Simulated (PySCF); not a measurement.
## A PySCF run on BeH⁺

State: ¹Σ⁺ (singlet), closed shell.

An equivalent input (the run itself took its basis sets from the Basis Set Exchange, started from a PBE0 density and held the occupation σ 2α 2β):

```python
from pyscf import gto, scf, cc
mol = gto.M(atom='Be 0 0 0; H 0 0 1.322', basis={'Be': 'def2-SVPD', 'H': 'def2-SVPD'},
            charge=1, spin=0, verbose=4, symmetry='C2v')
mf = scf.RHF(mol)
mf.irrep_nelec = {'A1': 4}
mf.conv_tol = 1e-9
mf.max_cycle = 60
mf.diis_space = 10
mf.kernel()
mycc = cc.CCSD(mf, frozen=[])
mycc.run(conv_tol=1e-7, conv_tol_normt=1e-5, max_cycle=80, diis_space=8)
et = mycc.ccsd_t()
```

The SCF ended at -14.83634071 hartree. The coupled-cluster part of the log:

```
******** <class 'pyscf.cc.ccsd.CCSD'> ********
CC2 = 0
CCSD nocc = 2, nmo = 20
frozen orbitals []
max_cycle = 80
direct = 0
conv_tol = 1e-07
conv_tol_normt = 1e-05
diis_space = 8
diis_start_cycle = 0
diis_start_energy_diff = 1e+09
Init t2, MP2 energy = -14.8603080270372  E_corr(MP2) -0.0239673154003804
Init E_corr(CCSD) = -0.0239673154003835
cycle = 1  E_corr(CCSD) = -0.0297104958744061  dE = -0.00574318047  norm(t1,t2) = 0.0260547
cycle = 2  E_corr(CCSD) = -0.0314842792320554  dE = -0.00177378336  norm(t1,t2) = 0.0108055
cycle = 3  E_corr(CCSD) = -0.0326124119966706  dE = -0.00112813276  norm(t1,t2) = 0.00583727
cycle = 4  E_corr(CCSD) = -0.0326118795327974  dE = 5.32463873e-07  norm(t1,t2) = 0.0023134
cycle = 5  E_corr(CCSD) = -0.0326057488138418  dE = 6.13071896e-06  norm(t1,t2) = 0.000265355
cycle = 6  E_corr(CCSD) = -0.032607229894771  dE = -1.48108093e-06  norm(t1,t2) = 4.61861e-05
cycle = 7  E_corr(CCSD) = -0.0326068314240542  dE = 3.98470717e-07  norm(t1,t2) = 1.17789e-05
cycle = 8  E_corr(CCSD) = -0.0326069270309621  dE = -9.56069078e-08  norm(t1,t2) = 1.90278e-06
CCSD converged
E(CCSD) = -14.86894763866781  E_corr = -0.03260692703096209
CCSD(T) correction = -2.18876297627705e-05
```

T1 diagnostic 0.012, D1 0.024, 4 electrons correlated.

Repeating this along the bond gives Re = 1.317 Å and ωe = 2205 cm⁻¹.

A point of this curve took 0.08 CPU seconds beside 0.0057 for the integrals (shared host).

Correlated steps freeze no core orbitals.
